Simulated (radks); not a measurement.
Values are calculated unless marked as measured or tabulated.
Q: All-electron atom: Au69+ in [Ne]. Level of theory: Dirac Kohn-Sham, exchange-only PBE, spin-unpolarised, spherical densities, finite nucleus; Fermi nuclear charge, rms radius 5.4371 fm (a radial shooting solver on a logarithmic mesh with Libxc functionals). Some entries of the table are withheld. Estimate them.

| orbital | occ. | eigenvalue (hartree) | <r> (bohr) |
|---|---|---|---|
| 1s1/2 | 2 | (1) | (2) |
| 2s1/2 | 2 | -745.3237 | 0.06937 |
| 2p1/2 | 2 | -727.6965 | (3) |
| 2p3/2 | 4 | -657.7649 | (4) |

A: 
(1) 1s1/2 eigenvalue (hartree): -3200.128
(2) 1s1/2 <r> (bohr): 0.01685
(3) 2p1/2 <r> (bohr): 0.05698
(4) 2p3/2 <r> (bohr): 0.06516
